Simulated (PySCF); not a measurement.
SMILES [F][Sn][F] at its PBE0/def2-SVP optimised geometry (Å):

```
3

Sn    -0.8733    -0.9700     0.0000
F     -1.0771     0.9700     0.0000
F      1.0771    -0.9700     0.0000
```

Computed with PBE0/def2-TZVP, def2 effective core potentials past Kr in PySCF. The core electrons that the potentials of Sn replace are not part of the density.

Map of the log10 of the electron density (e/bohr³), floored at −4 on the plane z = 1.2 Å:

```
|                           |
|                           |
|                           |
|                           |
|       .:::.               |
|     .:-===-:.             |
|    .:==+++==:.            |
|    :-+**#**+=:            |
|   .-=*#####*=-.           |
|   :-+*#%%%#*+-:           |
|   :-+*#%%%#*+=-:.         |
|   :-+*#%%%#*+=--::.       |
|  .:=+*##%##*++====-:.     |
|  .-=+*##%%##*+++++=-:.    |
| .:-=*##%%%%##**##*+=-:    |
| .:=+*#%%@@%%######*+=:    |
| .-=+#%%@@@@%%#%%%%#*=-.   |
| :-=*#%@@@@@%%#%%%%#*=-.   |
| :-=*#%%@@@@%%##%%##+=:    |
| .-=+*#%@@@%%#####**+-:    |
| .:=+*##%%%%#*****++=:.    |
| .:-=+*#####*+++===-:.     |
|  .:-=+*****+==---::.      |
|   .:-==+++==--::..        |
|    .:---=---:..           |
|     ..:::::..             |
|        ...                |
```
Scale: ten equal steps from -4.00 (start of ' ') to -1.56 (end of '@'), in the order ' .:-=+*#%@'; x runs from -3.50 to 3.50, y from -3.50 (bottom) to 3.50 (top).
